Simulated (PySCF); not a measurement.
A GIAO shielding run with PySCF 2.14.0 with density-fitted response routines (density fitting, non-relativistic, gas phase) on SMILES CC(C)S[Si](O)(O)O, C3H10O3SSi:

```
$ OMP_NUM_THREADS=1 python probes_run.py task.json out

{"job": {"kind": "nmr", "xc": "PBE0", "basis": "pcSseg-1"}, "charge": 0, "multiplicity": 1}
C     -1.233454     0.891195    -1.022879
C     -1.109062    -0.218232     0.006413
C     -2.399377    -0.416903     0.783353
S      0.231322     0.176599     1.212947
Si     1.974094    -0.145999     0.024013
O      3.269299    -0.184179     1.004845
O      2.275336     1.008267    -1.078433
O      1.690087    -1.513061    -0.796922
H     -1.470875     1.832187    -0.530711
H     -2.029876     0.654142    -1.726657
H     -0.304966     1.012065    -1.575460
H     -0.808969    -1.151685    -0.472064
H     -2.279828    -1.202035     1.525427
H     -3.203616    -0.694031     0.104425
H     -2.671567     0.502619     1.296566
H      3.237713    -0.678833     1.818462
H      2.617527     1.848521    -0.785374
H      2.207452    -1.714320    -1.572892
```

Hardware: 1 thread of an Arm Neoverse V1, shared host. The job also computes population analyses, field gradients.

(1) How large is the calculation?

(2) How long does it take, and how much memory does it need?

Results:

(1) 82 electrons, 200 basis functions and 1086 auxiliary functions.

(2) 51 s of wall time, with 13 SCF cycles and 5 response iterations; peak memory 0.9 GiB. Times on a shared host scatter by some tens of per cent.
